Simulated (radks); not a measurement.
Fractional charge and spin in the 2s shell of fluorine: the spin-up occupation runs from 0 to 1 and the spin-down occupation from 0 to 1; the fullest corner is F+, [He] 2p(up 2, down 2) 2s(up 1, down 1). All-electron calculation, non-relativistic Kohn-Sham, r2SCAN, spin-polarised, spherical densities, point nucleus; meta-GGA in the generalised Kohn-Sham scheme. Program: a radial shooting solver on a logarithmic mesh with Libxc functionals. Energy (eV) above the fullest corner. The planes named below are the two flat planes that join the four corners, with an edge along up + down = one added electron.

down \ up,0,0.5,1
0,139.318,96.196,58.193
0.5,96.196,59.070,26.802
1,58.193,26.802,0.000

Corners above the fullest one (they belong to F2+ and the next ion): (up 1, down 0) 58.193 eV, (up 0, down 1) 58.193 eV, (up 0, down 0) 139.32 eV. With half an added electron in each spin the energy lies 0.877 eV from the planes, and with half an added electron in spin up alone -2.560 eV. The planes are only a guide here: the flat-plane condition holds for ground states with one frontier orbital, while this shell lies below other occupied shells, so the corners above the fullest one are inner-hole states and not the ground states of those ions.
